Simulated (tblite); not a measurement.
Run record: tight-binding relaxation, `[SiH3][SiH2][Si@H]([SiH3])[SeH]`.

Computed with GFN2-xTB geometry optimisation, gas phase (tblite 0.8.0). Start geometry: from a force field or distance geometry. The input is one job of a driver script: a line of settings, then coordinates in Å.

Command:
```bash
OMP_NUM_THREADS=1 python probes_run.py task.json out
```

Input:
```
{"job": {"kind": "relax", "xc": "GFN2-xTB", "basis": "xTB"}, "charge": 0, "multiplicity": 1}
Si     2.311700    -0.084300     0.081500
Si     0.623000     0.523100     1.420100
Si    -1.269100     0.483800     0.274700
Si    -1.627800    -1.568600    -0.512200
Se    -1.118300     1.934500    -1.473700
H      2.052600    -1.442300    -0.421500
H      2.370500     0.856200    -1.054500
H      3.575600    -0.044300     0.833000
H      0.540200    -0.430200     2.552900
H      0.864200     1.875500     1.943300
H     -2.395800     0.883700     1.141900
H     -2.889700    -1.610400    -1.260800
H     -1.709400    -2.511600     0.636900
H     -0.507000    -1.957600    -1.384700
H     -0.825100     3.100500    -0.511000
```

Output:
```
step      E/eV     max force
  0    -412.48967    1.920
  1    -412.64268    1.056
  2    -412.74132    0.651
  3    -412.76761    0.543
  4    -412.81561    0.710
  5    -412.85789    0.700
  6    -412.89349    0.507
  7    -412.91630    0.447
  8    -412.93953    0.465
  9    -412.95387    0.404
... (50 lines left out)
 60    -413.00271    0.037
 61    -413.00287    0.037
 62    -413.00298    0.021
 63    -413.00303    0.014
 64    -413.00307    0.018
 65    -413.00312    0.027
 66    -413.00322    0.035
 67    -413.00332    0.029
 68    -413.00337    0.013
 69    -413.00339    0.009
```

«max force» is the largest atomic force in eV/Å.

Question: From which step on does the largest force stay under 0.1 eV/Å, and how much energy is left to gain from there?

Answer: From step 35 (0.063 eV/Å), 7.8 meV above the end.

Summary of the converged run: energy lowered by 11.8 kcal/mol over 69 steps; largest atomic force 0.009 eV/Å at the end.

The run took 1.1 s of wall time on an Arm Neoverse N1 with one thread, no GPU, shared host with 64 logical CPUs at a one-minute load of 61.
Labels such as C1 count atoms from 1, the log's own numbers from 0.
